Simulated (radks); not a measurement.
Task: Cs I, configuration [Xe] 6s1. Calculated with a radial shooting solver on a logarithmic mesh with Libxc functionals: Dirac Kohn-Sham, BLYP, spin-unpolarised, spherical densities, finite nucleus; Fermi nuclear charge, rms radius 4.8041 fm.

Spin-orbit splittings of the eigenvalues, e(l+1/2) - e(l-1/2), with zeta = 2 splitting/(2l+1) and mean radii in bohr:

| shell | occ. | splitting (eV) | zeta (eV) | <r> j=l-1/2 | <r> j=l+1/2 |
|---|---|---|---|---|---|
| 2p | 6 | 352.4 | 234.9 | 0.09402 | 0.09991 |
| 3p | 6 | 67.52 | 45.01 | 0.2887 | 0.3005 |
| 3d | 10 | 14.34 | 5.735 | 0.2714 | 0.2751 |
| 4p | 6 | 13.80 | 9.202 | 0.7206 | 0.7483 |
| 4d | 10 | 2.288 | 0.9152 | 0.8311 | 0.8415 |
| 5p | 6 | ? | ? | 2.025 | 2.126 |
| 6p | 0 | 0.06902 | 0.04601 | 8.128 | 8.530 |

Estimate the 5p splitting.

Result: 1.641 eV (zeta = 1.094 eV).
